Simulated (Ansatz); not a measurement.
Job for Ansatz (an electronic-structure program): R-CCSD(T)/def2-SVP on GeH3I (SMILES [GeH3][I]), a point of a bond scan (R = 1.533 Å). Elements past Kr take the def2 small-core potentials; no spin–orbit coupling. The run froze 23 orbitals, filled d shells among them.

Ansatz 0.2 input:
```yaml
crystal:
  periodic: [false, false, false]
  atoms:
    - {symbol: Ge, position_ang: [-1.51348008, -0.02835708, -0.00004782]}
    - {symbol: I, position_ang: [1.02558411, 0.01921569, 0.00003240]}
    - {symbol: H, position_ang: [-1.95179127, -1.26716774, -0.78974306]}
    - {symbol: H, position_ang: [-1.97362434, -0.10568289, 1.46032032]}
    - {symbol: H, position_ang: [-1.99917948, 1.26184539, -0.67076445]}
basis:
  gaussian:
    orbitals: def2-SVP
    pivot_positions_ang: [[-1.51348008, -0.02835708, -0.00004782], [1.02558411, 0.01921569, 0.00003240], [-1.95179127, -1.26716774, -0.78974306], [-1.97362434, -0.10568289, 1.46032032], [-1.99917948, 1.26184539, -0.67076445]]
magnetization: {spin_polarized: false}
correlation: {method: ccsd_t, electrons: outside_noble_gas}
scf: {lower_state_search: off}
output: {orbitals: {seedname: ./end}}
```

The log:

```
WARN ansatz: RAYON_NUM_THREADS=1 ignored (pool sized by the plan → 1); use --threads N
Functional definition: HF
these checks for a lower state are left out or cut short: stability, starts, cluster_reference, orbital_swaps, neighbouring_geometries, increment
integrals: 0.06 GiB planned
883 factors; integrals over basis functions are off by at most 3.2e-4 eV
mean field: 0.23 GiB planned
mean field evaluation 1: about -64586.4203 eV, gradient 1.3e1 eV
mean field evaluation 2: about -64586.4437 eV, gradient 1.3e1 eV
mean field evaluation 4: about -64587.1308 eV, gradient 1.7e0 eV
mean field evaluation 8: about -64587.1406 eV, gradient 4.1e-5 eV
mean field -64587.14059368 eV, -2373.5336380814 hartree, gradient 3.5e-6 eV, S^2 0.000000; 0 other end points of the search recorded, 0 dependent functions left out
23 core orbitals not correlated
reference -64587.14059368 eV, -2373.5336380814 hartree; 7, 7 occupied and 43, 43 virtual orbitals, 883 factors
second order -5.40797057 eV of doubles, -0.00000000 eV of singles
coupled cluster: 0.13 GiB planned
cycle   1  -6.04561830 eV  change   -6.4e-1 eV  update   6.1e-2
cycle   2  -6.26080933 eV  change   -2.2e-1 eV  update   2.0e-2
cycle   3  -6.27894962 eV  change   -1.8e-2 eV  update   5.5e-3
cycle   4  -6.27728165 eV  change    1.7e-3 eV  update   1.5e-3
cycle   5  -6.27692302 eV  change    3.6e-4 eV  update   3.9e-4
cycle   6  -6.27688532 eV  change    3.8e-5 eV  update   1.1e-4
cycle   7  -6.27689152 eV  change   -6.2e-6 eV  update   2.9e-5
cycle   8  -6.27689870 eV  change   -7.2e-6 eV  update   8.2e-6
perturbative correction -0.13618654 eV, -0.0050047630 hartree
Total energy: -64593.55367891 eV, -2373.7693146169 hartree
Checks for a lower state left out: stability, starts, cluster_reference, orbital_swaps, neighbouring_geometries, increment
```

The run converged.

Cost: about 1.4 core-seconds (a rough figure).
